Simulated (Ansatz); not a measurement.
The same path of BClFHN (5 atoms, charge -1, multiplicity 1) was run 3 times with different band settings. The coordinate that changes most is the angle H5–N1–B2.

All numbers below come from Ansatz, RKS PBE-D4/def2-SVP.

Relaxed end points:

```xyz
5
Properties=species:S:1:pos:R:3
N -0.066 1.126 -0.068
B -0.080 -0.228 -0.027
F 0.882 -1.139 0.421
Cl -1.578 -1.213 -0.637
H 0.841 1.455 0.311
```

```xyz
5
Properties=species:S:1:pos:R:3
N 0.612 0.967 0.229
B 0.167 -0.303 0.083
F 0.858 -1.453 0.422
Cl -1.540 -0.850 -0.634
H -0.097 1.639 -0.100
```

Common settings: optimiser quadratic models (default); start path through a guess of the saddle point; force threshold 0.05 eV/Å; iteration limit 60; end points relaxed.

| run | movable images | climbing image | spring |
| --- | --- | --- | --- |
| 1 | 5 | yes | 5.0 eV/Å² |
| 2 | 5 | yes | 50.0 eV/Å² |
| 3 | 1 | no | 5.0 eV/Å² |

Question: What does each run give, and how far can it be trusted?

Answer: Run 1: converged after 25 iterations, highest image 0.525 eV above the first end. A vibrational analysis at the climbing image gives one clearly imaginary mode, 716i cm⁻¹: a first-order saddle point.
Run 2: converged after 25 iterations, highest image 0.525 eV above the first end. Another band between the same ends (5 images) ends at a top of the same energy, where a vibrational analysis finds 1 clearly imaginary mode.
Run 3: converged after 17 iterations, highest image 0.523 eV above the first end. No image climbed, so the highest image needn't sit at the top of the path. So few images can step over the top or miss a turn of the path.
Limits of this set-up: an anion without diffuse functions, the dipole of an ion depends on the origin.
